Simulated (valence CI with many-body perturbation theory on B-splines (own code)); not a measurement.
# E1 transitions of Cs40+

Method: valence CI with perturbative core correlation (CI+MBPT): five valence electrons over a frozen Dirac-Fock core [Ne], radial functions for each j: 9 s, 9 p, 8 d, 6 f, 3 g, 1 h, with the one-electron correlation potential Σ1 (screened to all orders), the two-electron term Σ2, the three-electron term Σ3, Breit, model QED; selected single and double excitations, second order for the rest (own B-spline code, finite nucleus).

No measured spectrum was set against this ion. As an estimate, large intervals hold to a few tenths of a per cent, small ones and those within an open d or f shell to about a per cent. Among the levels kept, up to 610 cm⁻¹ of a level comes from second order outside the variational space, and about a tenth of that is noise between levels of different J, which matters for small intervals.

Lines 51 to 100 of 225 in falling wavelength, among levels below 384.75 eV, chosen from the strongest by gf and those to the six lowest levels. Wavelengths and rates use the calculated energies. Electric multipoles are in the length gauge, E1 and E2 with the static RPA response of the core. Weak lines are less certain than strong ones. Lines between different terms over intervals too small for the method are left out, as are lines whose strength nearly cancels. The highest levels of a list are the least certain.

Levels are named by their leading jj configuration (3d3/2^4 stands for four electrons in 3d with j = 3/2), which in mixed levels can hold well under half, so a name can repeat and another be missing. Letters in brackets count levels of one name in rising energy.

```csv
λ vac (nm),Upper,Lower,A (s⁻¹),S (a.u.)
11.68,(3s 3p1/2^2 3p3/2 3d3/2) J=5/2 [a],(3s^2 3p1/2 3p3/2 3d3/2) J=5/2 [a],4.65e+09,2.19e-02
11.66,(3s 3p1/2^2 3p3/2 3d5/2) J=9/2,(3s^2 3p1/2 3p3/2 3d5/2) J=7/2 [a],8.84e+09,6.92e-02
11.66,(3s^2 3p1/2 3p3/2 3d5/2) J=1/2,(3s^2 3p3/2^3) J=3/2,1.23e+09,1.93e-03
11.63,(3s 3p1/2^2 3p3/2 3d3/2) J=3/2 [a],(3s^2 3p1/2 3p3/2 3d3/2) J=3/2 [a],3.62e+09,1.12e-02
11.63,(3s 3p1/2^2 3p3/2 3d3/2) J=1/2 [a],(3s^2 3p1/2 3p3/2 3d3/2) J=1/2 [a],5.63e+09,8.73e-03
11.56,(3s 3p1/2^2 3p3/2 3d3/2) J=1/2 [a],(3s^2 3p1/2 3p3/2 3d3/2) J=3/2 [a],2.71e+09,4.14e-03
11.55,(3s 3p1/2^2 3p3/2 3d3/2) J=5/2 [b],(3s^2 3p1/2 3p3/2 3d3/2) J=5/2 [b],1.75e+09,7.99e-03
11.53,(3s 3p1/2^2 3p3/2 3d3/2) J=3/2 [a],(3s^2 3p1/2 3p3/2 3d3/2) J=5/2 [a],3.32e+09,1.00e-02
11.47,(3s 3p1/2^2 3p3/2^2) J=5/2,(3s^2 3p1/2 3p3/2^2) J=5/2,2.61e+09,1.17e-02
11.44,(3s 3p1/2^2 3p3/2 3d5/2) J=5/2,(3s^2 3p1/2 3p3/2 3d3/2) J=5/2 [b],6.29e+08,2.79e-03
11.36,(3s 3p1/2^2 3p3/2 3d5/2) J=3/2,(3s^2 3p1/2 3p3/2 3d3/2) J=1/2 [b],4.73e+08,1.37e-03
11.36,(3s 3p1/2^2 3p3/2 3d5/2) J=3/2,(3s^2 3p1/2 3p3/2 3d3/2) J=3/2 [b],4.05e+08,1.17e-03
11.19,(3s 3p1/2^2 3p3/2 3d3/2) J=7/2,(3s^2 3p1/2 3p3/2 3d3/2) J=5/2 [a],1.11e+09,6.15e-03
11.15,(3s 3p1/2^2 3p3/2 3d3/2) J=5/2 [b],(3s^2 3p1/2 3p3/2 3d5/2) J=5/2 [a],9.10e+08,3.74e-03
11.07,(3s 3p1/2^2 3p3/2^2) J=1/2,(3s^2 3p1/2 3p3/2^2) J=1/2,1.20e+10,1.60e-02
11.05,(3s 3p1/2^2 3p3/2 3d5/2) J=5/2,(3s^2 3p1/2 3p3/2 3d5/2) J=5/2 [a],5.08e+09,2.03e-02
11.03,(3s^2 3p1/2 3p3/2 3d5/2) J=3/2 [c],(3s^2 3p3/2^3) J=3/2,9.89e+07,2.62e-04
10.98,(3s 3p1/2^2 3p3/2^2) J=3/2,(3s^2 3p1/2 3p3/2^2) J=1/2,1.75e+07,4.58e-05
10.93,(3s 3p1/2^2 3p3/2 3d5/2) J=3/2,(3s^2 3p1/2 3p3/2 3d3/2) J=5/2 [b],1.87e+09,4.80e-03
10.65,(3s 3p1/2^2 3p3/2^2) J=5/2,(3s^2 3p1/2 3p3/2^2) J=3/2,4.56e+09,1.63e-02
10.57,(3s 3p1/2^2 3p3/2 3d5/2) J=7/2,(3s^2 3p1/2 3p3/2 3d5/2) J=9/2,2.25e+09,1.05e-02
10.57,(3s 3p1/2^2 3p3/2 3d5/2) J=3/2,(3s^2 3p1/2 3p3/2 3d5/2) J=5/2 [a],9.38e+09,2.18e-02
10.55,(3s 3p1/2^2 3p3/2 3d5/2) J=5/2,(3s^2 3p1/2 3p3/2 3d5/2) J=3/2 [a],7.74e+09,2.69e-02
10.50,(3s 3p1/2 3p3/2^3) J=5/2,(3s^2 3p3/2^3) J=3/2,5.72e+09,1.96e-02
10.21,(3s 3p1/2^2 3p3/2 3d5/2) J=7/2,(3s^2 3p1/2 3p3/2 3d5/2) J=5/2 [a],1.90e+08,7.99e-04
10.20,(3s 3p1/2^2 3p3/2 3d3/2) J=3/2 [b],(3s^2 3p1/2 3p3/2 3d3/2) J=1/2 [a],1.66e+09,3.48e-03
10.16,(3s 3p1/2^2 3p3/2 3d3/2) J=3/2 [b],(3s^2 3p1/2 3p3/2 3d3/2) J=3/2 [a],1.34e+09,2.78e-03
10.11,(3s 3p1/2^2 3p3/2 3d5/2) J=3/2,(3s^2 3p1/2 3p3/2 3d5/2) J=3/2 [a],4.34e+09,8.85e-03
10.08,(3s 3p1/2^2 3p3/2 3d3/2) J=3/2 [b],(3s^2 3p1/2 3p3/2 3d3/2) J=5/2 [a],7.57e+09,1.53e-02
10.06,(3s 3p1/2^2 3p3/2^2) J=3/2,(3s^2 3p1/2 3p3/2^2) J=5/2,1.30e+10,2.63e-02
9.840,(3s 3p1/2^2 3p3/2 3d5/2) J=7/2,(3s^2 3p1/2 3p3/2 3d5/2) J=7/2 [a],1.63e+09,6.13e-03
9.697,(3s 3p1/2^2 3p3/2 3d3/2) J=5/2 [b],(3s^2 3p1/2 3p3/2 3d3/2) J=7/2,1.49e+10,4.03e-02
9.560,(3s 3p1/2^2 3p3/2 3d3/2) J=5/2 [a],(3s 3p1/2^2 3p3/2^2) J=3/2,2.26e+09,5.84e-03
9.490,(3s 3p1/2^2 3p3/2^2) J=1/2,(3s^2 3p1/2 3p3/2^2) J=3/2,5.53e+05,4.66e-07
9.458,(3s 3p1/2^2 3p3/2 3d3/2) J=3/2 [a],(3s 3p1/2^2 3p3/2^2) J=3/2,2.06e+09,3.45e-03
9.432,(3s 3p1/2 3p3/2^3) J=3/2,(3s^2 3p3/2^3) J=3/2,1.01e+10,1.67e-02
9.424,(3s 3p1/2^2 3p3/2^2) J=3/2,(3s^2 3p1/2 3p3/2^2) J=3/2,5.63e+09,9.30e-03
9.412,(3s 3p1/2^2 3p3/2 3d3/2) J=1/2 [a],(3s 3p1/2^2 3p3/2^2) J=3/2,1.57e+09,1.29e-03
9.392,(3s 3p1/2^2 3p3/2 3d3/2) J=3/2 [a],(3s 3p1/2^2 3p3/2^2) J=1/2,1.51e+09,2.47e-03
9.347,(3s 3p1/2^2 3p3/2 3d3/2) J=1/2 [a],(3s 3p1/2^2 3p3/2^2) J=1/2,1.28e+09,1.03e-03
9.337,(3s 3p1/2 3p3/2^3) J=1/2,(3s^2 3p3/2^3) J=3/2,8.06e+09,6.47e-03
9.192,(3s 3p1/2^2 3p3/2 3d3/2) J=5/2 [b],(3s^2 3p1/2 3p3/2 3d3/2) J=3/2 [a],1.62e+09,3.72e-03
9.047,(3s 3p1/2^2 3p3/2 3d3/2) J=1/2 [b],(3s^2 3p1/2 3p3/2 3d3/2) J=1/2 [a],2.17e+09,1.58e-03
9.025,(3s^2 3p1/2 3p3/2 3d3/2) J=3/2 [a],(3s^2 3p1/2 3p3/2^2) J=1/2,2.45e+08,3.56e-04
9.009,(3s 3p1/2^2 3p3/2 3d3/2) J=1/2 [b],(3s^2 3p1/2 3p3/2 3d3/2) J=3/2 [a],1.36e+10,9.78e-03
8.987,(3s^2 3p1/2 3p3/2 3d3/2) J=1/2 [a],(3s^2 3p1/2 3p3/2^2) J=1/2,1.64e+08,1.17e-04
8.978,(3s 3p1/2^2 3p3/2 3d5/2) J=7/2,(3s^2 3p1/2 3p3/2 3d3/2) J=7/2,4.30e+08,1.23e-03
8.830,(3s 3p1/2^2 3p3/2 3d5/2) J=3/2,(3s^2 3p1/2 3p3/2 3d3/2) J=1/2 [a],6.03e+08,8.20e-04
8.793,(3s 3p1/2^2 3p3/2 3d5/2) J=3/2,(3s^2 3p1/2 3p3/2 3d3/2) J=3/2 [a],8.05e+08,1.08e-03
8.733,(3s 3p1/2^2 3p3/2 3d5/2) J=3/2,(3s^2 3p1/2 3p3/2 3d3/2) J=5/2 [a],1.46e+09,1.91e-03
```
